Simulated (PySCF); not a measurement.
## Dipole polarisabilities along the alkaline earths

Calculated with PySCF 2.14 for the ground configurations, without spin-orbit coupling: coupled response for Hartree-Fock and DFT, finite fields for MP2 and CCSD(T), with Mg 1s2; Ca [Ne]; Sr [Ar] 3d10; Ba [Kr] 4d10 frozen. Mean α in bohr³, C₆ of like pairs in atomic units.

```tsv
species	α UHF	α PBE	α PBE0	α MP2	α CCSD(T)	α recommended (Schwerdtfeger and Nagle)	C₆ UHF	C₆ PBE	C₆ PBE0
Mg [Ne] 3s2 (x2c-TZVPPall with one added diffuse shell each of s, p, d type, spin-free X2C)	80.60	73.31	74.46	72.34	72.01	71.2 ± 0.4	753.9	649.6	667.7
Ca [Ar] 4s2 (x2c-TZVPPall with one added diffuse shell each of s, p, d type, spin-free X2C)	182.8	157.6	162.5	143.8	160.4	160.8 ± 4	2717	2170	2277
Sr [Kr] 5s2 (x2c-TZVPPall with one added diffuse shell each of s, p, d, f type, spin-free X2C)	232.5	195.1	203.0	175.0	201.2	197.2 ± 0.2	4053	3123	3318
Ba [Xe] 6s2 (x2c-TZVPPall with one added diffuse shell each of s, p, d type, spin-free X2C)	324.1	265.2	277.6	230.2	281.6	272 ± 10	6889	5151	5512
```

Hartree-Fock lacks correlation. MP2 and CCSD(T) carry the error of the frozen core. All values carry a basis error.
